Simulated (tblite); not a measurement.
C₆H₁₃NO₂.
Cartesian coordinates in Å at the GFN2-xTB level; atoms count from 1:
```xyz
22
C6H13NO2 angstrom
C      2.8363    1.0282   -0.7141
C      1.9485    0.4466    0.3729
O      1.3540   -0.7381   -0.1244
C      0.4926   -1.3612    0.7986
C     -0.7613   -0.5522    1.1575
O     -1.0089   -0.2930    2.3225
N     -1.5595   -0.1610    0.1440
C     -1.3725   -0.4822   -1.2498
C     -2.7759    0.5608    0.4450
H      2.2409    1.2781   -1.5882
H      3.5879    0.2994   -1.0051
H      3.3286    1.9252   -0.3494
H      2.5398    0.2121    1.2706
H      1.1699    1.1678    0.6612
H      0.1993   -2.3144    0.3495
H      1.0157   -1.5596    1.7448
H     -1.5512    0.4133   -1.8493
H     -2.0861   -1.2521   -1.5613
H     -0.3609   -0.8270   -1.4379
H     -3.6414    0.0182    0.0590
H     -2.7486    1.5547   -0.0076
H     -2.8575    0.6558    1.5259
```

Computed with GFN2-xTB (tblite): harmonic, unscaled wavenumbers at the GFN2-xTB geometry, gas phase. Errors from tens to a few hundred cm⁻¹ against measured bands are possible. One conformer, not necessarily the lowest.

Harmonic wavenumbers (cm⁻¹): 45.7, 57.1, 78.7, 115.3, 124.8, 153.4, 196.1, 242.1, 245.6, 281.1, 321.0, 391.4, 432.4, 480.0, 557.4, 689.6, 754.7, 837.4, 886.5, 966.8, 1005.5, 1048.7, 1068.6, 1093.8, 1109.9, 1116.8, 1127.8, 1150.5, 1155.6, 1226.6, 1253.2, 1260.5, 1312.1, 1346.9, 1391.4, 1400.9, 1404.3, 1429.3, 1443.8, 1463.3, 1473.6, 1476.4, 1478.4, 1494.2, 1496.9, 1498.2, 1718.0, 2859.5, 2891.7, 2898.6, 2938.0, 2957.2, 2962.1, 2978.4, 2982.7, 3041.1, 3046.9, 3049.8, 3052.8, 3075.5.

A = 2473, B = 1008, C = 886.1 MHz; mass 131.095 u (most abundant isotopes); point group C1, symmetry number 1.

**Question.** Zero-point energy?

**Answer.** ½Σν̃ = 41018 cm⁻¹ = 490.69 kJ/mol.

**Question.** Entropy at 200 K, 1 bar (ideal gas, RRHO, classical rotation)?

**Answer.** Translation 161.37, rotation 117.89, vibration 102.92: S = 382.2 J/(mol K).

**Question.** And Cp and H(200 K) − H(0)?

**Answer.** Cp = 133.33 J/(mol K), of which vibrations give 100.07 (their classical limit is 60 R = 498.9); H(200 K) − H(0) = 17.62 kJ/mol without the zero-point energy, 10.97 from vibrations.

**Question.** Blend soft modes into free rotors: weight 1/[1 + (100 cm⁻¹/ν̃)⁴] for the oscillator and the rest for a rotor with moment μB/(μ + B), μ = h/(8π²ν), B = 10⁻⁴⁴ kg m². What vibrational entropy results?

**Answer.** 95.01 J/(mol K) in place of 102.92, which changes −T·S at 200 K by +1.58 kJ/mol.

**Question.** What must be added to the electronic energy to get the Gibbs energy at 200 K and 1 bar?

**Answer.** ZPE + [H(200 K) − H(0)] − T·S = 490.69 + 17.62 − 76.44 = 431.87 kJ/mol.

**Question.** How do the functions run with temperature in this model?

**Answer.** 
| T (K) | S (J/(mol K)) | Cp (J/(mol K)) | H − H(0) (kJ/mol) | G − H(0) (kJ/mol) | ln q(vib) |
| --- | --- | --- | --- | --- | --- |
| 150 | 346.6 | 114.6 | 11.42 | -40.58 | 4.10 |
| 250 | 414.0 | 152.5 | 24.76 | -78.73 | 7.40 |
| 298.15 | 442.5 | 172.5 | 32.58 | -99.36 | 8.90 |
| 400 | 499.4 | 216.9 | 52.41 | -147.36 | 11.95 |
| 600 | 602.4 | 292.9 | 103.75 | -257.72 | 17.68 |
| 900 | 737.1 | 370.4 | 204.16 | -459.23 | 25.77 |

q(vib) and H(0) count from the zero-point level.

Hindered rotation and anharmonicity are outside this model. Other conformers, if any are populated, would add a mixing term that is left out. The structure is chiral; the term R ln 2 for an equal mix with its mirror image is left out.

Run on Arm Neoverse V1, one thread, no GPU (shared host). This covers the Hessian and the dipole derivatives.
